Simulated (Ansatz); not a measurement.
**One elementary step**

Start structure (SiNH5BrF, closed shell), relaxed at PBE0-D4/def2-TZVP:

Si1  (-0.563, -0.787, -0.422)
Br2  (1.298, -1.686, 0.531)
H3  (-0.807, -1.613, -1.621)
H4  (-1.593, -0.927, 0.624)
N5  (-0.389, 0.836, -0.871)
H6  (1.252, 0.364, 1.699)
F7  (0.936, 1.212, 1.927)
H8  (0.100, 1.076, -1.719)
H9  (-0.233, 1.525, -0.148)
(Å)

The step: SiNH₄Br ([NH2][SiH2][Br]) + HF → SiNH₄F ([NH2][SiH2][F]) + HBr; bonds formed: Si1–F7, Br2–H6; bonds broken: Si1–Br2, H6–F7. Program: Ansatz 0.2.0. Basis: def2-TZVPP and def2-QZVPP. Cores are frozen in the correlated methods. Filled d shells of the heavier atoms are correlated. The def2 sets are not built for correlating such inner shells, so the correlated values are less sure here. Extrapolation: Hartree–Fock as exp(−7.88 √X), correlation as X^−2.97. Energies below are by CCSD(T) at an estimated basis limit (MP2 extrapolated from triple and quadruple zeta, plus CCSD(T) − MP2 in triple zeta).

Problem. What are the electronic barrier and the energy of the step, from the start structure to the end structure? (An estimate is asked for; the value comes from the calculation.)

Solution. By the calculation: Barrier 28.48 kcal/mol; step energy -8.68 kcal/mol (downhill); reverse barrier, their difference, 37.16 kcal/mol. Barrier and step energy count from the start structure, the reverse barrier from the end structure.

The saddle point: One imaginary mode of 419i cm⁻¹.
```tsv
pair	start (Å)	saddle (Å)	end (Å)
Si1–F7	3.43	1.89	1.62
Br2–H6	2.36	1.71	1.43
Si1–Br2	2.28	2.71	4.17
H6–F7	0.93	1.11	2.07
```

Zero-point energy (harmonic, PBE0-D4): ZPE is 35.43 kcal/mol at the start and 33.67 kcal/mol at the saddle, so the barrier goes from 28.48 to 26.72 kcal/mol.

T1 diagnostic: at most 0.010.

Labels in which every atom is bracketed show which atoms are joined, not bond orders.

For scale, one of the runs: CCSD(T)/def2-TZVPP, 222 basis functions, launched by `ansatz run in.yaml --threads 4 --pin off --events-out ev --progress --plain --max-ram 9574MiB`. Hardware: 4 CPU threads of an Arm Neoverse V1, shared host. Wall time 2.4 min; peak host memory 3.6 GiB.
